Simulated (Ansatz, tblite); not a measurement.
Removing and adding an electron: Sn₁₁PH₂₂, a doped cluster cut from the lattice of tin (P on a surface site). The state is a doublet with charge 0. Geometry: PBE-D4/def2-SVP. Ansatz, gas phase; energy differences of separate SCF runs; the oxidised species is a singlet (the triplet lies 1.97 eV higher at PBE0-D4/def2-TZVP); the reduced species is a singlet (the triplet lies 1.47 eV higher at PBE0-D4/def2-TZVP).

Cartesian coordinates in Å:
```
Sn 1.9160 2.1150 -3.3925
Sn 0.7585 2.5121 2.8118
Sn -1.0131 -1.0397 -5.1066
Sn -3.1092 0.0200 1.8435
P 0.0263 -0.7459 -0.9325
Sn -0.7619 -0.8411 5.6594
Sn 0.9550 0.8722 -5.7269
Sn -0.8176 1.2800 0.7716
Sn 2.3739 0.1461 -1.4456
Sn 1.4804 0.5769 4.7251
Sn -0.2078 -2.5788 -2.8914
Sn -2.1198 -2.0239 3.5002
H 0.7407 3.2061 -2.7381
H 3.3718 3.0093 -3.6867
H -0.0534 3.8376 3.6021
H 2.2059 3.1713 2.1037
H -2.4661 -0.1965 -4.6756
H -1.3642 -1.9959 -6.5116
H -4.1400 1.0629 2.7768
H -4.0753 -0.6496 0.5620
H 0.4220 -1.6588 0.1082
H -1.8418 0.2683 6.4460
H -0.2941 -2.0152 6.8514
H 0.3516 2.0764 -6.8219
H 2.3016 0.0985 -6.5002
H -1.3467 2.4959 -0.3761
H 3.0377 0.7214 0.0479
H 3.3370 -1.1751 -2.0257
H 2.3364 1.3001 6.0539
H 2.5697 -0.5572 3.9850
H -1.4763 -3.6707 -2.4133
H 1.2136 -3.5345 -3.2416
H -3.3408 -3.1293 4.0487
H -0.9700 -2.9580 2.5892
```

In the def2 sets Sn takes a core potential; there is no spin–orbit coupling. The xTB rows come from tblite. Single mean-field runs in def2-TZVP are fitted with def2-universal-jkfit.

(1) Estimate orbital energies and vertical ionisation energies and electron affinities at: GFN1-xTB; GFN2-xTB; PBE-D4/def2-TZVP; PBE0-D4/def2-TZVP; BHLYP-D4/def2-TZVP.

## Answers

(1) 
| level | −HOMO (eV) | vertical IE (eV) | −LUMO (eV) | vertical EA (eV) | HOMO–LUMO gap (eV) | IE − EA (eV) |
| --- | --- | --- | --- | --- | --- | --- |
| GFN1-xTB | – | 10.71 | – | 7.76 | – | 2.95 |
| GFN2-xTB | – | 11.05 | – | 8.31 | – | 2.74 |
| PBE-D4/def2-TZVP | 4.19 | 5.83 | 3.78 | 2.32 | 0.40 | 3.51 |
| PBE0-D4/def2-TZVP | 4.80 | 5.85 | 3.09 | 2.20 | 1.71 | 3.64 |
| BHLYP-D4/def2-TZVP | 5.32 | 5.75 | 2.32 | 2.04 | 2.99 | 3.71 |

Relaxing the reduced species (PBE-D4/def2-SVP) changes its energy by -0.86 eV at PBE-D4/def2-TZVP, so the adiabatic electron affinity to this nearest minimum is 3.18 eV. On the way the bond P5–Sn8 breaks. At PBE0-D4/def2-TZVP it is 3.12 eV.     HOMO and LUMO are the levels of the spin that leaves or enters (xTB has no such levels and no spin-polarisation term). Other spin states of the ions may lie lower, which would lower the ionisation energy or raise the affinity. Raw xTB energy differences between charge states are shifted by several eV; the methods need an empirical correction for them. Sets without diffuse functions give affinities that are too small.
